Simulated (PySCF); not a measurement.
## Continuum solvent and chemical shifts

Atoms are numbered as in `[CH2:1]=[N:2][C@:3]([CH3:4])([CH2:5][CH3:6])[CH2:7][F:8]`. Hydrogens are named by the atom that carries them. Ha(C1) is cis to C3; Ha(C5), Ha(C7) are pro-R; Hb(C5), Hb(C7) are pro-S; Hb(C1) is trans to C3.

GIAO PBE0/pcSseg-1 in PySCF on one PBE0-D3(BJ)/def2-SVP conformer, non-relativistic, equivalent nuclei averaged. Solvents enter as an IEF-PCM continuum (chloroform with ε = 4.7, water with ε = 78.4) around the gas-phase geometry. Shifts are referred to TMS, CFCl3 computed in the same medium.

In chloroform, δ in ppm: C1 161.9, C7 90.4, C3 64.6, C4 23.9, C5 23.4, C6 7.8, F8 -251.5, Hb(C1) 7.72, Ha(C1) 7.59, Ha(C7) 4.22, Hb(C7) 4.10, Hb(C5) 2.31, H(C4) 1.11, Ha(C5) 1.06. Dipole moment 1.69 D.

(1) How does each δ change in the more polar medium?

(2) Which nuclei move most (in ppm), and what does the model miss?

Results:

(1) 
```csv
atoms,environment,"Δδ, water"
C1,C=N carbon,+1.7
C7,sp3 CH2 bonded to F,+0.5
C3,fully substituted sp3 carbon bonded to N,+0.5
C4,methyl carbon,+0.2
C5,sp3 CH2,+0.1
C6,methyl carbon,+0.1
F8,fluorine on an sp3 carbon,-1.0
Hb(C1),hydrogen on a C=N carbon,+0.03
Ha(C1),hydrogen on a C=N carbon,+0.05
Ha(C7),hydrogen on an sp3 CH2 bonded to F,0.00
Hb(C7),hydrogen on an sp3 CH2 bonded to F,+0.11
Hb(C5),hydrogen on an sp3 CH2,-0.02
H(C4),hydrogen on a methyl carbon,+0.01
Ha(C5),hydrogen on an sp3 CH2,+0.08
```

Changes are relative to chloroform. The dipole moment becomes 1.86 D in water.

(2) C1 (C=N carbon, +1.7 ppm) in water. A continuum only polarises the solute; specific hydrogen bonds, the anisotropy of aromatic solvents and changes of geometry or conformer are outside it.
